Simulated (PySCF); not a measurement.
These 2 structures share the formula C8H6S. Method: PBE0-D3(BJ)/def2-SVP geometry optimisation, gas phase (PySCF). One conformer each; no zero-point energy, no entropy. No frequencies were run at this level. Point groups hold within 0.08 Å.

Problem. Order them by energy at this level, lowest first, and give relative energies in kJ/mol.
A. benzo[c]thiophene (`C1=CC2=CSC=C2C=C1`)
B. benzo[b]thiophene, `c1ccc2sccc2c1`

Solution. B (0.0), A (45.7).

```csv
SMILES,E (Eh),E rel (kJ/mol),dipole (D),point group,"A, B, C (MHz)"
c1ccc2sccc2c1,-705.82878,0.0,0.58,Cs,"3155, 1308, 924.9"
c1ccc2cscc2c1,-705.81137,45.7,0.02,C2v,"3689, 1153, 878.5"
```

Problem. How do the relative energies change in single points at PBE0/pcSseg-1 (no added dispersion term) on the same geometries?

Solution. 
```json
{"SMILES": "c1ccc2sccc2c1", "PBE0-D3(BJ)/def2-SVP (kJ/mol)": "0.0", "PBE0/pcSseg-1 (kJ/mol)": "0.0", "shift": "0.0"}
{"SMILES": "c1ccc2cscc2c1", "PBE0-D3(BJ)/def2-SVP (kJ/mol)": "45.7", "PBE0/pcSseg-1 (kJ/mol)": "46.7", "shift": "+1.0"}
```

Each column counts from its own lowest isomer. The order is unchanged; the largest shift is 1.0 kJ/mol.
